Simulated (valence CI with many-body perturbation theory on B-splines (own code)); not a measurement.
**Rb XXIII: electric-dipole lines**

Method: relativistic CI+MBPT: five valence electrons over a frozen Dirac-Fock core [Ne], a basis of 9 s, 9 p, 8 d, 6 f, 3 g, 1 h functions for each j, with the one-electron correlation potential Σ1 (screened to all orders), the two-electron term Σ2, the three-electron term Σ3, Breit, model QED; selected single and double excitations, second order for the rest (own B-spline code, finite nucleus).

No measured spectrum was set against this ion. As an estimate, levels of excited configurations hold to 0.05 to 0.15 % of their energy, terms of the ground configuration to about 0.5 %. Among the levels kept, up to 460 cm⁻¹ of a level comes from second order outside the variational space, and about a tenth of that is noise between levels of different J, which matters for small intervals.

Lines 1 to 50 of 174 in falling wavelength, among levels below 158.63 eV, chosen from the strongest by gf and those to the six lowest levels. Wavelengths and rates use the calculated energies, so an error of 400 cm⁻¹ moves a line at 440.7 Å by 0.18 % and its rate by three times that or more. Electric multipoles are in the length gauge, E1 and E2 with the static RPA response of the core. Weak lines are less certain than strong ones. Lines between different terms over intervals too small for the method are left out, as are lines whose strength nearly cancels. The highest levels of a list are the least certain.

Names give the largest LS component (configuration and term), which can be under half, so a name can repeat, a term be missing and a line seem to break the LS rules; names also repeat where a configuration has a term twice. Letters in brackets count levels of one name in rising energy.

| λ vac (Å) | Upper | Lower | A (s⁻¹) | S (a.u.) |
| --- | --- | --- | --- | --- |
| 440.7 | 3p5 2P°_3/2 | 3s2.3p2.3d 2P_1/2 [b] | 2.14e+07 | 3.61e-03 |
| 395.4 | 3s.3p3.3d 6D°_3/2 | 3s2.3p2.3d 4P_1/2 | 1.57e+07 | 1.92e-03 |
| 383.4 | 3s.3p3.3d 6D°_5/2 | 3s2.3p2.3d 4P_3/2 | 2.65e+07 | 4.43e-03 |
| 359.1 | 3s.3p3.3d 6D°_7/2 | 3s2.3p2.3d 4P_5/2 | 6.19e+07 | 1.13e-02 |
| 330.4 | 3s.3p4 4P_5/2 | 3s2.3p3 2P°_3/2 | 6.70e+06 | 7.15e-04 |
| 321.5 | 3p5 2P°_3/2 | 3s.3p4 2P_3/2 | 3.58e+08 | 2.35e-02 |
| 290.8 | 3s.3p3.3d 6D°_3/2 | 3s2.3p2.3d 4D_5/2 | 2.88e+07 | 1.40e-03 |
| 289.4 | 3s.3p3.3d 6D°_5/2 | 3s2.3p2.3d 4D_5/2 | 2.59e+07 | 1.86e-03 |
| 277.6 | 3s.3p4 4P_3/2 | 3s2.3p3 2P°_3/2 | 1.48e+08 | 6.26e-03 |
| 276.7 | 3s.3p3.3d 6D°_7/2 | 3s2.3p2.3d 4F_9/2 | 1.73e+07 | 1.45e-03 |
| 275.3 | 3p5 2P°_3/2 | 3s2.3p2.3d 2P_1/2 [a] | 6.99e+07 | 2.88e-03 |
| 272.6 | 3s.3p3.3d 6D°_1/2 | 3s2.3p2.3d 4D_3/2 | 8.26e+07 | 1.65e-03 |
| 271.4 | 3s.3p3.3d 6D°_3/2 | 3s2.3p2.3d 4D_3/2 | 6.48e+07 | 2.56e-03 |
| 268.3 | 3s.3p3.3d 6D°_9/2 | 3s2.3p2.3d 4F_9/2 | 2.15e+08 | 2.05e-02 |
| 267.9 | 3s.3p4 4P_1/2 | 3s2.3p3 2P°_3/2 | 6.91e+07 | 1.31e-03 |
| 264.1 | 3s.3p3.3d 6D°_5/2 | 3s2.3p2.3d 2F_7/2 [a] | 3.34e+07 | 1.82e-03 |
| 261.7 | 3s.3p3.3d 6D°_7/2 | 3s2.3p2.3d 2F_7/2 [a] | 2.58e+07 | 1.83e-03 |
| 260.8 | 3s.3p3.3d 6D°_1/2 | 3s2.3p2.3d 4D_1/2 | 1.52e+08 | 2.66e-03 |
| 254.2 | 3s.3p3.3d 6D°_9/2 | 3s2.3p2.3d 2F_7/2 [a] | 9.62e+07 | 7.80e-03 |
| 253.4 | 3s.3p3.3d 6D°_7/2 | 3s2.3p2.3d 4F_7/2 | 2.20e+08 | 1.42e-02 |
| 252.9 | 3p5 2P°_3/2 | 3s2.3p2.3d 4D_3/2 | 2.55e+08 | 8.14e-03 |
| 248.7 | 3s.3p3.3d 6D°_3/2 | 3s2.3p2.3d 2F_5/2 | 6.51e+07 | 1.98e-03 |
| 247.6 | 3s.3p3.3d 6D°_5/2 | 3s2.3p2.3d 2F_5/2 | 1.18e+08 | 5.33e-03 |
| 246.3 | 3s.3p3.3d 6D°_9/2 | 3s2.3p2.3d 4F_7/2 | 1.66e+08 | 1.23e-02 |
| 242.8 | 3p5 2P°_3/2 | 3s2.3p2.3d 4D_1/2 | 4.10e+07 | 1.16e-03 |
| 234.9 | 3s.3p4 4P_5/2 | 3s2.3p3 2D°_5/2 | 4.28e+08 | 1.64e-02 |
| 229.8 | 3s.3p4 4P_3/2 | 3s2.3p3 2P°_1/2 | 9.18e+06 | 2.20e-04 |
| 229.5 | 3s.3p4 2D_3/2 | 3s2.3p3 2P°_3/2 | 1.72e+07 | 4.11e-04 |
| 228.1 | 3s.3p3.3d 6D°_5/2 | 3s2.3p2.3d 4F_5/2 | 1.00e+08 | 3.52e-03 |
| 226.3 | 3s.3p3.3d 6D°_7/2 | 3s2.3p2.3d 4F_5/2 | 1.07e+08 | 4.91e-03 |
| 225.8 | 3s.3p3.3d 6D°_3/2 | 3s.3p4 2P_1/2 | 5.80e+07 | 1.32e-03 |
| 224.2 | 3s.3p3.3d 6D°_3/2 | 3s2.3p2.3d 2P_3/2 [a] | 1.98e+08 | 4.41e-03 |
| 223.3 | 3s.3p3.3d 6D°_5/2 | 3s2.3p2.3d 2P_3/2 [a] | 3.75e+07 | 1.24e-03 |
| 223.1 | 3s.3p4 4P_1/2 | 3s2.3p3 2P°_1/2 | 7.00e+08 | 7.67e-03 |
| 218.6 | 3s.3p4 4P_5/2 | 3s2.3p3 2D°_3/2 | 9.57e+08 | 2.96e-02 |
| 215.6 | 3p5 2P°_3/2 | 3s2.3p2.3d 4F_5/2 | 4.86e+07 | 9.61e-04 |
| 214.6 | 3s.3p4 2D_5/2 | 3s2.3p3 2P°_3/2 | 1.49e+09 | 4.35e-02 |
| 212.8 | 3p5 2P°_3/2 | 3s.3p4 2P_1/2 | 1.50e+09 | 2.85e-02 |
| 211.3 | 3p5 2P°_3/2 | 3s2.3p2.3d 2P_3/2 [a] | 3.18e+09 | 5.92e-02 |
| 207.0 | 3s.3p4 4P_3/2 | 3s2.3p3 2D°_5/2 | 4.38e+08 | 7.66e-03 |
| 203.0 | 3p5 2P°_3/2 | 3s2.3p2.3d 4F_3/2 | 3.19e+08 | 5.27e-03 |
| 197.6 | 3s.3p3.3d 6D°_3/2 | 3s.3p4 2D_5/2 | 7.94e+07 | 1.21e-03 |
| 197.4 | 3s2.3p2.3d 4F_3/2 | 3s2.3p3 2P°_3/2 | 3.02e+08 | 4.59e-03 |
| 195.8 | 3s.3p4 2D_3/2 | 3s2.3p3 2P°_1/2 | 2.39e+08 | 3.54e-03 |
| 194.2 | 3s.3p4 4P_3/2 | 3s2.3p3 2D°_3/2 | 1.56e+07 | 2.25e-04 |
| 190.1 | 3s2.3p2.3d 2P_3/2 [a] | 3s2.3p3 2P°_3/2 | 6.43e+08 | 8.73e-03 |
| 189.4 | 3s.3p4 4P_1/2 | 3s2.3p3 2D°_3/2 | 2.56e+08 | 1.72e-03 |
| 188.9 | 3s.3p4 2P_1/2 | 3s2.3p3 2P°_3/2 | 2.64e+08 | 1.76e-03 |
| 187.6 | 3p5 2P°_3/2 | 3s.3p4 2D_5/2 | 8.81e+09 | 1.15e-01 |
| 186.8 | 3s2.3p2.3d 4F_5/2 | 3s2.3p3 2P°_3/2 | 6.76e+07 | 1.30e-03 |
